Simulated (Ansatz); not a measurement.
Ansatz (a first-principles code) input (RI-MP2/aug-cc-pVTZ):
A basis named .json is the Basis Set Exchange file of that set.

Ansatz 0.2 input:
```yaml
crystal:
  periodic: [false, false, false]
  atoms:
    - {symbol: Br, position_ang: [-1.38826881, -1.83565479, -0.59933828]}
    - {symbol: C, position_ang: [-0.16524257, -0.45040342, -0.14928336]}
    - {symbol: C, position_ang: [1.24577345, -0.65469239, -0.23586500]}
    - {symbol: C, position_ang: [1.97929154, 0.42915037, 0.11910222]}
    - {symbol: Se, position_ang: [0.89783719, 1.87136899, 0.61757027]}
    - {symbol: C, position_ang: [-0.57388804, 0.77202123, 0.26676680]}
    - {symbol: H, position_ang: [1.67770053, -1.59141321, -0.55618495]}
    - {symbol: H, position_ang: [3.05316254, 0.51534405, 0.13443430]}
    - {symbol: H, position_ang: [-1.58352552, 1.12098636, 0.39687712]}
basis:
  gaussian:
    orbitals: aug-cc-pVTZ
    fitting: {mean_field: def2-universal-jkfit, correlation: aug-cc-pVTZ-RIFIT.json}
total_charge: 1
magnetization: {spin_polarized: true, initial_magnetization: 1}
correlation: {method: mp2, electrons: outside_noble_gas}
```

End of the output:

```
integrals: 1.07 GiB planned
886 factors; integrals over basis functions are off by at most 9.1e-1 eV
1.29 GiB of device memory are held for the factors and their scratch space
mean field: 2.40 GiB planned
mean field evaluation 1: about -139458.0758 eV, gradient 3.8e1 eV
mean field evaluation 2: about -139461.5218 eV, gradient 3.0e1 eV
mean field evaluation 4: about -139466.1420 eV, gradient 2.6e0 eV
mean field evaluation 8: about -139466.3107 eV, gradient 5.7e-1 eV
mean field evaluation 16: about -139466.4299 eV, gradient 4.0e-1 eV
mean field evaluation 32: about -139464.5723 eV, gradient 2.1e0 eV
mean field evaluation 64: about -139464.6613 eV, gradient 1.5e-4 eV
mean field evaluation 96: about -139465.2410 eV, gradient 9.9e0 eV
mean field evaluation 128: about -139466.3421 eV, gradient 5.6e-1 eV
mean field -139466.54928867 eV, -5125.3011525363 hartree, gradient 2.0e-6 eV, S^2 0.853666; 14 other end points of the search recorded, 0 dependent functions left out
32 core orbitals not correlated
944 factors; their error is unknown
reference -139466.54928867 eV, -5125.3011525363 hartree; 16, 15 occupied and 323, 324 virtual orbitals, 944 factors
second order -24.69145126 eV of doubles, -0.00000000 eV of singles
Total energy: -139491.24073994 eV, -5126.2085466338 hartree
```

This state (charge 1, doublet) is run at the relaxed geometry of the species with charge 0 and multiplicity 1.

The determinant is spin-contaminated: <S^2> is 0.85 against 0.75 for a pure state.
